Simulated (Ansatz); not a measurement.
Isolated molecules relaxed with PBE0-D4/def2-TZVP in Ansatz; ΔE leaves out vibrations. CCSD(T)/CBS is the MP2 limit (def2-TZVPP, def2-QZVPP) plus CCSD(T) − MP2 in def2-TZVPP, frozen cores. This one scheme is used for every species. Functionals use def2-TZVPP. For Ge, Se outer-core shells are correlated without core-valence functions, which leaves a few kJ/mol of doubt a bond. Scalar relativity is left out up to krypton. Each species was taken in one conformer, which may not be the lowest.

`C#[C][Ge]([F])([F])[O]C` + H₂Se → `C[O][Ge]([F])([F])[SeH]` + `C#C`  (ligand exchange at a Ge–C bond)

(1) Is it downhill or uphill in electronic energy at CCSD(T)/CBS, and by how much? (An estimate is asked.)

(2) What do these levels give: PBE0-D4, ωB97X-V, ωB97M-V, B2PLYP, PBE, r2SCAN, PBE0, HF/def2-QZVPP, SCS-MP2/def2-QZVPP, HF/CBS(def2), MP2/CBS(def2), CCSD/CBS(def2)? (Best estimate.)

Largest T1 diagnostic among the species: 0.013.

Results:

(1) The calculation gave: Downhill: ΔE = -0.43 eV.

(2) Computed: PBE0-D4 -0.49, ωB97X-V -0.44, ωB97M-V -0.46, B2PLYP -0.43, PBE -0.50, r2SCAN -0.48, PBE0 -0.48, HF/def2-QZVPP -0.36, SCS-MP2/def2-QZVPP -0.39, HF/CBS(def2) -0.36, MP2/CBS(def2) -0.46, CCSD/CBS(def2) -0.43 eV.
